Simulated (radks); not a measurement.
Values are calculated unless marked as measured or tabulated.
Problem. All-electron atom: Pd32+ in [Ne] 3s2 3p2 (the NIST ground configuration). Level of theory: Dirac Kohn-Sham, exchange-only PBE, spin-unpolarised, spherical densities, point nucleus; open shells are shared between the two j in proportion to 2j + 1 (a radial shooting solver on a logarithmic mesh with Libxc functionals). Some entries of the table are withheld. Estimate them.

orbital,occ.,eigenvalue (hartree),<1/r> (bohr^-1)
1s1/2,2,-952.2115,48.25
2s1/2,2,-191.2966,(1)
2p1/2,2,(2),(3)
2p3/2,4,(4),(5)
3s1/2,2,-73.90276,4.495
3p1/2,0.666667,-70.85618,4.435
3p3/2,1.33333,-69.39096,4.273
3d3/2,0,-64.98137,(6)
3d5/2,0,-64.63974,(7)
4s1/2,0,-38.71548,2.379
4p1/2,0,-37.44124,2.349
4p3/2,0,-36.87951,2.286
4f5/2,0,-33.76232,2.141
4f7/2,0,-33.71257,2.135

Solution. 
(1) 2s1/2 <1/r> (bohr^-1): 11.25
(2) 2p1/2 eigenvalue (hartree): -182.6552
(3) 2p1/2 <1/r> (bohr^-1): 11.20
(4) 2p3/2 eigenvalue (hartree): -176.6273
(5) 2p3/2 <1/r> (bohr^-1): 10.56
(6) 3d3/2 <1/r> (bohr^-1): 4.145
(7) 3d5/2 <1/r> (bohr^-1): 4.103
